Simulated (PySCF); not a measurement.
Compound: C6H11NOSi.
SMILES with atom numbers: `[SiH3:1][CH2:2][CH2:3][CH2:4][c:5]1[n:6][cH:7][cH:8][o:9]1`

Cartesian coordinates in Å at the GFN2-xTB level; atoms count from 1:
```
atom  x, y, z in Å
Si1   -2.7948    1.3132    0.7378
C2    -1.3588    0.6141   -0.2924
C3    -1.0494   -0.8442    0.0240
C4     0.1320   -1.3787   -0.8029
C5     1.3946   -0.6871   -0.4447
N6     1.9535    0.2958   -1.0779
C7     3.0666    0.6090   -0.3510
C8     3.1311   -0.2220    0.7194
O9     2.0651   -1.0521    0.6650
H10   -3.0469    2.6979    0.3390
H11   -2.4520    1.2611    2.1612
H12   -3.9952    0.5050    0.5077
H13   -1.5892    0.7013   -1.3559
H14   -0.4598    1.2118   -0.1309
H15   -0.8164   -0.9547    1.0855
H16   -1.9249   -1.4611   -0.1886
H17   -0.0553   -1.2140   -1.8640
H18    0.2521   -2.4478   -0.6157
H19    3.7249    1.3971   -0.6509
H20    3.8177   -0.3338    1.5321
```

Definitions: NICS(0) = −σiso at the ring centroid; NICS(1) = −σiso and NICS(1)zz = −σzz at ±1 Å along the ring normal z. Level: GIAO PBE0/pcSseg-1 (PySCF, non-relativistic, gas phase) on the GFN2-xTB geometry, one conformer.

Ring bond lengths (Å), with Mayer bond orders in brackets: C5–N6 1.296 (1.64), N6–C7 1.366 (1.27), C7–C8 1.357 (1.65), C8–O9 1.352 (1.06), O9–C5 1.347 (1.07).

Give the NICS values of each ring in ppm.

| ring | type | NICS(0) | NICS(1), two faces | NICS(1)zz, two faces | rms pucker (Å) | centre to ring atoms, mean (Å) |
| --- | --- | --- | --- | --- | --- | --- |
| C5–N6–C7–C8–O9 | 5-membered ring with N and O; formal bonds all aromatic | -11.1 | -10.2 / -10.2 | -26.9 / -27.7 | 0.00 | 1.14 |

What can be read from them?

- C5–N6–C7–C8–O9: mean NICS(1)zz -27.3 ppm, shielded. The ring is flat and has no four-coordinate atom; by the NICS criterion it is aromatic.

What does the geometric index give? HOMA = 1 − mean of α(R − Ropt)² over the ring bonds, with Krygowski's 1993 parameters (CC: Ropt 1.388 Å, α 257.7 Å⁻²; CN: Ropt 1.334 Å, α 93.52 Å⁻²; CO: Ropt 1.265 Å, α 157.38 Å⁻²).

- C5–N6–C7–C8–O9: HOMA 0.45; the largest term is that of C8–O9, α(R − Ropt)² = 1.19.

Give the inner angles of the rings and the Hirshfeld charges of the ring atoms.

- C5–N6–C7–C8–O9: C5 113.2° (+0.139 e), N6 105.4° (-0.197 e), C7 108.6° (-0.039 e), C8 107.9° (-0.006 e), O9 105.0° (-0.063 e); sum 540.0° against 540° for a flat convex ring.

What are the shieldings of the ring atoms and their hydrogens in the same run (means over atoms taken as equivalent)?

| atoms | environment | σ isotropic (ppm) |
| --- | --- | --- |
| C5 | substituted aromatic carbon | 17.9 |
| N6 | pyridine-type nitrogen | -29.3 |
| C7 | aromatic CH next to a ring nitrogen | 51.6 |
| C8 | aromatic CH next to a ring oxygen | 42.5 |
| O9 | furan-type oxygen | 16.0 |
| H19 | aromatic hydrogen | 24.41 |
| H20 | aromatic hydrogen | 23.99 |
